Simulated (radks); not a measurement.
Results of a calculation; reference values are marked as such.
Neutral niobium, 41 electrons, occupied as [Kr] 4d4 5s1.

Code: a radial shooting solver on a logarithmic mesh with Libxc functionals. Model: scalar-relativistic Kohn-Sham, PBE, spin-polarised, spherical densities, finite nucleus; open shells are filled with parallel spins first (spin-orbit coupling, left out, can overturn this in heavy ions); Fermi nuclear charge, rms radius 4.324 fm; hard spherical wall at 8 bohr.

Energy parts (hartree):
total: -3819.67070
kinetic: 3932.81108
electron-nucleus: -9203.56914
Hartree: 1569.91052
exchange-correlation: -118.82316

Orbitals (lengths in bohr, moments of r in powers of bohr; r(max) is where P^2 peaks):
| orbital | occ. | eigenvalue (hartree) | r(max) | <1/r> | <r> |
|---|---|---|---|---|---|
| 1s up | 1 | -691.1448 | 0.02349 | 42.40 | 0.03609 |
| 1s down | 1 | -691.1447 | 0.02349 | 42.40 | 0.03609 |
| 2s up | 1 | -96.64842 | 0.1332 | 9.526 | 0.1581 |
| 2s down | 1 | -96.63677 | 0.1332 | 9.526 | 0.1580 |
| 2p up | 3 | -86.29435 | 0.1064 | 9.272 | 0.1377 |
| 2p down | 3 | -86.28572 | 0.1064 | 9.272 | 0.1377 |
| 3s up | 1 | -16.09752 | 0.3956 | 3.252 | 0.4432 |
| 3s down | 1 | -16.09098 | 0.3956 | 3.252 | 0.4432 |
| 3p up | 3 | -12.71328 | 0.3893 | 3.091 | 0.4458 |
| 3p down | 3 | -12.70600 | 0.3894 | 3.090 | 0.4458 |
| 3d up | 5 | -7.18254 | 0.3345 | 2.854 | 0.4331 |
| 3d down | 5 | -7.17143 | 0.3347 | 2.854 | 0.4330 |
| 4s up | 1 | -2.14398 | 1.034 | 1.166 | 1.164 |
| 4s down | 1 | -2.07262 | 1.029 | 1.177 | 1.154 |
| 4p up | 3 | -1.27207 | 1.128 | 1.023 | 1.310 |
| 4p down | 3 | -1.18969 | 1.119 | 1.035 | 1.297 |
| 5s up | 1 | -0.15366 | 3.010 | 0.3657 | 3.449 |
| 4d up | 4 | -0.12554 | 1.512 | 0.6321 | 2.156 |
| 5s down | 0 | -0.05474 | 3.006 | 0.3623 | 3.473 |
| 4d down | 0 | -0.02410 | 1.481 | 0.6388 | 2.149 |
| 5p up | 0 | -0.02171 | 3.780 | 0.2995 | 4.097 |
| 5p down | 0 | 0.07425 | 3.774 | 0.2954 | 4.143 |
| 6s up | 0 | 0.18753 | 5.822 | 0.2833 | 4.886 |
| 4f up | 0 | 0.24883 | 5.258 | 0.2139 | 5.027 |
| 6s down | 0 | 0.27323 | 5.885 | 0.2786 | 4.935 |
| 4f down | 0 | 0.33931 | 5.406 | 0.2095 | 5.117 |

The highest occupied level is 4d up at -3.416 eV. The density falls to 0.001 e/bohr^3 at r = 4.75 bohr.
